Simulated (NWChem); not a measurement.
**Ionisation of octafluoropropane (C3F8)**

SMILES: FC(C(C(F)(F)F)(F)F)(F)F
```xyz
11

F     -1.1629    -1.3136     0.9877
C     -1.2866    -0.2320     0.2342
F     -1.5308     0.8118     1.0117
F     -2.3030    -0.3986    -0.5960
C      0.0000     0.0000    -0.5907
F     -0.1932     1.0737    -1.3627
F      0.1932    -1.0737    -1.3627
C      1.2866     0.2320     0.2342
F      1.5308    -0.8118     1.0117
F      2.3030     0.3986    -0.5960
F      1.1629     1.3136     0.9877
```
Charge 0, spin multiplicity 1.

The numbers come from NWChem runs, not from measurements. All single points use one geometry, from PBE0/def2-SVP, held to C2 symmetry and with no frequency check, so it may be a saddle point.

Basis set: def2-SVP. −ε marks an orbital energy of the parent.

B3LYP has NWChem's definition, with VWN1-RPA local correlation.

Problem. Order these methods by the first vertical ionisation energy they give, lowest first: −ε(HOMO) of LDA (SVWN5), −ε(HOMO) of B3LYP, −ε(HOMO) of HF, −ε(HOMO) of PBE.

Solution. −ε(HOMO) of PBE (8.57 eV), −ε(HOMO) of LDA (SVWN5) (8.82 eV), −ε(HOMO) of B3LYP (10.35 eV), −ε(HOMO) of HF (15.78 eV)
